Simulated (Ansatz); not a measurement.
Species: sum formula BHCl (charge 0, doublet). SMILES: [BH]Cl
Coordinates optimised at B3LYP-D3(BJ)/def2-TZVP (Ansatz, a quantum-chemistry and plane-wave program):
```xyz
3

B     -1.1616     0.4363     0.0257
Cl     0.4653    -0.1115    -0.0041
H     -2.1022    -0.2864    -0.0582
```
Charge 0, spin multiplicity 2.

PBE beside other levels, property by property. Valence correlation only, unless marked. UHF or UKS for open shells. Spin-orbit coupling is left out. Non-relativistic. CBS(X,Y): correlation extrapolated as X^-3; Hartree-Fock from the larger set. Atomisation energies are electronic, to ground-state atoms; the column to compare with has the core term from cc-pwCVTZ added, other frozen-core levels have none. Vertical energies are electronic, to the SCF solution reached for that spin. The coupled-cluster column (Ansatz) is a level with limits of its own: CCSD(T)/CBS(aug-cc-pV(T+d)Z,aug-cc-pV(Q+d)Z).

```json
[
 {"property": "vertical ionisation energy to the singlet (eV)", "PBE/def2-TZVPD (Ansatz)": "8.69", "r2SCAN/def2-TZVPD (Ansatz)": "8.90", "B3LYP-D3(BJ)/def2-TZVPD (Ansatz + dftd3)": "8.82", "CCSD(T)/aug-cc-pV(T+d)Z (Ansatz)": "8.65", "coupled cluster": "8.73"},
 {"property": "atomisation energy (kcal/mol)", "PBE/def2-TZVPD (Ansatz)": "196.9", "r2SCAN/def2-TZVPD (Ansatz)": "197.9", "B3LYP-D3(BJ)/def2-TZVPD (Ansatz + dftd3)": "191.5", "CCSD(T)/aug-cc-pV(T+d)Z (Ansatz)": "183.7", "coupled cluster": "189.5"}
]
```

As the rows show:
- vertical ionisation energy to the singlet: PBE lies 0.04 eV below coupled cluster.
- atomisation energy: PBE lies 7.4 kcal/mol above coupled cluster.
